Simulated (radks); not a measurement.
Values are calculated unless marked as measured or tabulated.
Q: Valence configurations of Pr I (all share [Xe]). Code: a radial shooting solver on a logarithmic mesh with Libxc functionals. Model: scalar-relativistic Kohn-Sham, BLYP, spin-polarised, spherical densities, finite nucleus; open shells are filled with parallel spins first (spin-orbit coupling, left out, can overturn this in heavy ions); Fermi nuclear charge, rms radius 4.8919 fm. Order these by energy: 4f3 6s2; 4f3.5 6s0.5 6p1; 4f3 6p2; 4f4.5 6s0.5; 4f2.5 5d0.5 6s2; 4f2 5d1 6s2; 4f3 6s1 6p1.

A: From the lowest, in eV above it: 4f3 6s2 0.000; 4f2.5 5d0.5 6s2 0.254; 4f2 5d1 6s2 1.486; 4f3 6s1 6p1 1.901; 4f3.5 6s0.5 6p1 3.185; 4f3 6p2 4.405; 4f4.5 6s0.5 4.881. NIST lists [Xe] 4f3 6s2 as the ground configuration; this level of theory agrees among the configurations tried. The energies are those of spherical high-spin densities, not of single terms. No valid solution was reached for [Xe] 4f3.5 6s1.5; [Xe] 4f3.5 5d1 6s0.5; [Xe] 4f5.
